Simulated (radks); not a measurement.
Results of a calculation; reference values are marked as such.
All-electron atom: Mg III in [He] 2s1 2p6 3p1 (not the ground configuration).

Code: a radial shooting solver on a logarithmic mesh with Libxc functionals. Model: non-relativistic Kohn-Sham, TPSS, spin-polarised, spherical densities, point nucleus; open shells are filled with parallel spins first; meta-GGA in the generalised Kohn-Sham scheme.

Energy parts (Ry):
| part | energy |
|---|---|
| total | -391.71760 |
| kinetic | 391.11661 |
| electron-nucleus | -914.65289 |
| Hartree | 162.38539 |
| exchange-correlation | -30.56671 |

Orbitals (lengths in bohr, moments of r in powers of bohr; r(max) is where P^2 peaks):
| orbital | occ. | eigenvalue (Ry) | <r^4> | r(max) | <r^2> |
|---|---|---|---|---|---|
| 1s up | 1 | -96.07561 | 0.001372 | 0.08534 | 0.02299 |
| 1s down | 1 | -95.95638 | 0.001373 | 0.08541 | 0.02302 |
| 2s up | 1 | -8.74490 | 0.5379 | 0.5380 | 0.5404 |
| 2s down | 0 | -8.47827 | 0.5564 | 0.5402 | 0.5483 |
| 2p up | 3 | -6.27186 | 0.6122 | 0.4664 | 0.5261 |
| 2p down | 3 | -6.04650 | 0.6352 | 0.4669 | 0.5342 |
| 3s up | 0 | -1.75178 | 57.26 | 2.057 | 6.091 |
| 3p up | 1 | -1.31727 | 97.74 | 2.298 | 7.857 |
| 3d up | 0 | -0.78802 | 260.2 | 2.744 | 12.40 |

The highest occupied level is 3p up at -17.922 eV. The configuration is held as typed, so some empty levels lie below it. Summed over all electrons, <r^2> = 11.62 bohr^2, which gives a Langevin (diamagnetic) susceptibility term of -9.21 x 10^-6 cm^3/mol. Virial ratio -V/T = 2.00154. The spin density at the nucleus is 35.84 e/bohr^3 (1s 0.96, 2s 34.88), a Fermi contact field of 1.88e+03 T. The electron density at the nucleus is 1063 e/bohr^3.
